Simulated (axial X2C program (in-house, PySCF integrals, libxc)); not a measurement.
# Worked dissociation energy of InO: PBE0, scalar-relativistic

Computed with an axial X2C code built on PySCF integrals. Spin-free means the one-electron spin-free X2C Hamiltonian. Basis: In dyall-cv3z [11s12p9d4f1g], O dyall-av3z [7s6p3d2f] (cores contracted in-house); Gaussian nuclei, density fitting, unrestricted open shells. Masses: In 114.904 u, O 15.995 u.

Molecular state: M_S = 1/2, Λ = 0 (beyond evenly filled blocks: σα).

```
E(In) (2M_S = 1, M_L = 0) : -5880.662196 hartree
E(O) (2M_S = 2, M_L = 0)  : -75.075790 hartree
E(InO) at Re              : -5955.865891 hartree
ωe                        : 587.0 cm⁻¹
ωexe                      : 4.06 cm⁻¹
```

(1) Work out De and D0.

Occupations by symmetry block were frozen at the best pattern of an incomplete PBE0 search. De is counted from the lowest determinant-based energies of the atoms at the same level, without counterpoise correction. PBE0 can misorder states that lie within some tenths of an eV, so this need not be the ground state of the molecule. The nearest other spin-free determinant of the search, M_S = 1/2, Λ = 1, lies 0.33 eV up at the distance of the search. Spin-free De lacks the spin–orbit lowering of the heavy p-block atom, a tenth of an eV or more for 4p and 5p, up to an eV for 6p and one to two eV for 7p atoms, less what an open-shell molecule gains itself.

Each atomic determinant is the lowest at this level and need not be a pure term. Totals compare only within one Hamiltonian and basis.

Results:

(1) De = -5880.662196 + (-75.075790) − (-5955.865891) = 0.12790 hartree = 3.480 eV. The zero-point energy is ωe/2 − ωexe/4 = 292 cm⁻¹ = 0.036 eV, so D0 = 3.444 eV.
